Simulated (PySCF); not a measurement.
In(Me)(OH)2 (CH₅InO₂), SMILES [CH3][In]([OH])[OH].

The structure is a stationary point at B3LYP-D3(BJ)/def2-SVP. The def2 effective core potentials stand for the cores of In; spin–orbit coupling is left out. The values are those of a single conformer.

Two levels are set side by side: TDA-PBE/def2-SVPD (PySCF) and TDA-ωB97X/def2-SVPD (PySCF). Vertical, same geometry. The lowest singlet is HOMO→LUMO 100 % with PBE and HOMO→LUMO 79 % with the other functional; states are paired by order. Differences are taken from unrounded values.

```
quantity                               TDA-PBE
-------------------------------------  -------
lowest singlet excitation (eV)            4.48
lowest triplet excitation (TDA) (eV)      4.22
first bright state (f over 0.05) (eV)     5.51
its oscillator strength                   0.09
```

These are the TDA-PBE values. What does TDA-ωB97X give? (The exact figures need the calculation; the answer reports its results.)


```
quantity                               TDA-ωB97X  TDA-PBE minus TDA-ωB97X
-------------------------------------  ---------  -----------------------
lowest singlet excitation (eV)              5.95                    -1.47
lowest triplet excitation (TDA) (eV)        5.43                    -1.21
first bright state (f over 0.05) (eV)       6.42                    -0.91
its oscillator strength                     0.07                     0.01
```

A lower first singlet is the usual sign of a functional without exact exchange. Differences between two approximate levels are no errors against the true value.

Rough cost on one machine, each run with all the roots and properties that it gave: TDA-ωB97X against TDA-PBE about 4 times.
